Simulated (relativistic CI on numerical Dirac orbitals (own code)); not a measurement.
**Mn2+ in a cubic cluster: 1s photoemission with charge transfer**

Computed with a charge-transfer multiplet model of a cubic metal-ligand cluster with up to 3 ligand holes, Slater and spin-orbit integrals from Dirac-Coulomb-Breit ions, Slater integrals scaled by 0.9. The parameters are those of a tetrahedral site (10Dq negative, t2 hopping the larger). The ground state mixes d5 with configurations of k ligand holes L, whose averages lie at kΔ + k(k − 1)U_dd/2; a core hole lowers each added d electron by U_cd. 300 K, Lorentzian 1.1 eV and Gaussian 0.6 eV FWHM.

Atomic integrals in eV (Slater integrals scaled, ζ unscaled), ground: F2dd 9.229, F4dd 5.732, zeta_d 0.037; with the core hole: F2dd 10.855, F4dd 6.786, zeta_d 0.058, G2cd 0.055.

Cluster parameters (eV): Δ = 4.2, U_dd = 5.9, U_cd = 6.8, 10Dq(ligand) = 0, V(eg) = 1.12, V(t2g) = -1.91, final-state hopping factor = 1.

```tsv
Case	n_d	d5	d6L	d7L2	d8L3	S
10Dq = -0.8 eV	5.21	0.80	0.19	0.01	0.00	2.50
10Dq = -0.5 eV	5.21	0.80	0.19	0.01	0.00	2.50
10Dq = -0.2 eV	5.22	0.79	0.20	0.01	0.00	2.50
```

Weights, n_d and S are thermal averages at 300 K. Binding energies count from the first peak over 30 % of the highest in each spectrum, which can be another peak from case to case. The parameters are a model scan and need not match a compound or its usual spin state. Peaks in eV (height, largest 100):
- 10Dq = -0.8 eV: 0.0 (100), 6.3 (31)
- 10Dq = -0.5 eV: 0.0 (100), 6.3 (32)
- 10Dq = -0.2 eV: 0.0 (100), 6.3 (32)

For the case 10Dq = -0.2 eV, Δ = 4.2 eV is smaller than U_dd = 5.9 eV, the charge-transfer side of the Zaanen-Sawatzky-Allen scheme. With the core hole the average of the configuration with one ligand hole lies at Δ − U_cd = -2.6 eV before mixing: the effective hopping of about 3.6 eV (from the holes of the mixed ground state) is comparable with this gap or larger, so the configurations mix strongly.
